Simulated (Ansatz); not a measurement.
Species, as SMILES: Cl[Se]Cl.
Atoms: Se1, Cl2, Cl3. Bonds: Se1-Cl2, Se1-Cl3.

Basis-set convergence of the lowest harmonic wavenumber at CCSD(T) with Ansatz (a first-principles code). Each level at its own minimum, finite differences of forces, unscaled; the reference is a large set that could be run, not a limit. All functions are spherical. Cores are frozen (with 3d on Ga to Br). No added dispersion term, no relativity. Reference: the value in aug-cc-pV(T+d)Z, 158 cm⁻¹, itself unsure by roughly 2 cm⁻¹ (its distance from def2-TZVPPD). Deviations are taken from unrounded values.

```tsv
basis	functions	lowest harmonic wavenumber (cm⁻¹)
cc-pV(D+d)Z	73	155
aug-cc-pV(D+d)Z	100	152
cc-pV(T+d)Z	121	159
aug-cc-pV(T+d)Z	169	158
def2-TZVPP	132	159
def2-TZVPPD	159	160
```

What the diffuse functions change, pair by pair:
- cc-pV(D+d)Z to aug-cc-pV(D+d)Z: 27 more functions, deviation -3 to -6 cm⁻¹
- cc-pV(T+d)Z to aug-cc-pV(T+d)Z: 48 more functions, deviation 1 to 0 cm⁻¹
- def2-TZVPP to def2-TZVPPD: 27 more functions, deviation 1 to 2 cm⁻¹

Leaving out the reference's own pair, they bring the value nearer the reference by more than 2 cm⁻¹ in 0 of 2 pairs.
